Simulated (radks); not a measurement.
The numbers below are computed, except where a source is named.
Q: Spin polarisation of the 3d8 shell in Cu3+. Start: [Ar] 3d(up 4, down 4); electrons of 3d are moved from spin down to spin up, other shells keep equal spins. Code: a radial shooting solver on a logarithmic mesh with Libxc functionals. Model: scalar-relativistic Kohn-Sham, r2SCAN, spin-polarised, spherical densities, finite nucleus; meta-GGA in the generalised Kohn-Sham scheme; Fermi nuclear charge, rms radius of each element as measured or else 0.836 A^(1/3) + 0.57 fm. Estimate the energy gained and the exchange splitting at a moment of 2 Bohr magnetons.

A: At moment 2 the spin-polarisation energy is -1.527 eV and the 3d exchange splitting 3.057 eV, that is 1.529 eV per Bohr magneton; E = -I m^2/4 would give I = 1.527 eV.
